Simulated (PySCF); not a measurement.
A series of related molecules.

All values: CAM-B3LYP/def2-SVPD (PySCF) at GFN2-xTB geometries, gas phase, one conformer each. Core orbitals are frozen in the response; Δα² is half the sum of the squared differences of the principal polarisabilities.

(1) Rank by HOMO energy, highest first.
A. `C[SiH2]C1=CC=C(C)O1`
B. `C[SiH2]c1ccc(N)o1`
C. `c1c([SiH2]C)oc(c1)C#N`
D. `C[SiH2]c1ccc(S)o1`

Results:

(1) B (-6.83 eV), D (-7.26 eV), A (-7.54 eV), C (-8.45 eV).

All values together:

```tsv
SMILES	formula	μ (D)	HOMO (eV)	LUMO (eV)	α (Å³)	Δα (Å³)	electrons	α per electron (Å³)
C[SiH2]c1ccc(C)o1	C6H10OSi	1.00	-7.54	0.97	14.81	6.31	68	0.218
C[SiH2]c1ccc(C#N)o1	C6H7NOSi	4.77	-8.45	-0.53	15.62	9.17	72	0.217
C[SiH2]c1ccc(S)o1	C5H8OSSi	0.74	-7.26	0.74	16.29	7.68	76	0.214
C[SiH2]c1ccc(N)o1	C5H9NOSi	2.19	-6.83	1.13	14.55	6.83	68	0.214
```

Conformers: `[CH3:1][SiH2:2][c:3]1[cH:4][cH:5][c:6]([CH3:7])[o:8]1` with C1–Si2–C3–C4 -130°; `[CH3:1][SiH2:2][c:3]1[cH:4][cH:5][c:6]([C:7]#[N:8])[o:9]1` with C1–Si2–C3–C4 -128°; `[CH3:1][SiH2:2][c:3]1[cH:4][cH:5][c:6]([SH:7])[o:8]1` with C1–Si2–C3–C4 -126°, C5–C6–S7–H 180°; `[CH3:1][SiH2:2][c:3]1[cH:4][cH:5][c:6]([NH2:7])[o:8]1` with C1–Si2–C3–C4 128°.
